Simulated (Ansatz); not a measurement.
Ge, charge -1, quartet (a gas-phase anion, which may not be bound at this level); WB97X-V/cc-pVDZ (Ansatz, a quantum-chemistry and plane-wave program).

Input for Ansatz:
Ansatz 0.2 input:
```yaml
crystal:
  periodic: [false, false, false]
  atoms:
    - {symbol: Ge, position_ang: [0.00000000, 0.00000000, 0.00000000]}
basis:
  gaussian:
    orbitals: cc-pVDZ
hamiltonian:
  xc: {name: wB97X-V}
total_charge: -1
magnetization: {spin_polarized: true, initial_magnetization: 3}
accuracy: high
```

Output, abridged:

```
Functional definition: wB97X-V
260 factors; integrals over basis functions are off by at most 4.5e-9 eV
85 factors; integrals over basis functions are off by at most 4.3e-10 eV
mean field evaluation 1: about -56510.1160 eV, gradient 5.9e0 eV
mean field evaluation 2: about -56510.3236 eV, gradient 2.2e0 eV
mean field evaluation 4: about -56510.3487 eV, gradient 5.0e-2 eV
mean field evaluation 8: about -56510.3549 eV, gradient 3.3e-4 eV
mean field -56510.35493841 eV, -2076.7172398922 hartree, gradient 4.2e-8 eV, S^2 3.750913; 0 other end points of the search recorded, 0 dependent functions left out
reference -56510.35493853 eV, -2076.7172398967 hartree; 18, 15 occupied and 9, 12 virtual orbitals, 260 factors
Total energy: -56510.35493853 eV, -2076.7172398967 hartree
```
